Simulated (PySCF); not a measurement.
A structure optimised at PBE0-D3(BJ)/def2-SVP, used in a PySCF frequency run:

```xyz
11

N      2.0122     0.5012     0.4040
Si     0.4095     0.8741    -0.0575
C     -1.0287     0.5084     1.1229
N     -1.5576    -0.4414     0.4322
C     -0.7138    -0.5274    -0.7688
F     -0.1337    -1.7652    -0.8656
H      2.2808    -0.3994     0.7804
H      2.8046     1.0769     0.1535
H      0.4712     2.2145    -0.7180
H     -1.4842     0.8231     2.0740
H     -1.3291    -0.3699    -1.6728
```
Charge 0, spin multiplicity 1.

**Question.** Write its SMILES and formula.

**Answer.** N[Si@@H]1C=N[C@@H]1F, C2H5FN2Si

**Question.** What are its rotational constants (standard atomic weights)?

**Answer.** 4.2185, 2.7297, 1.9529 GHz
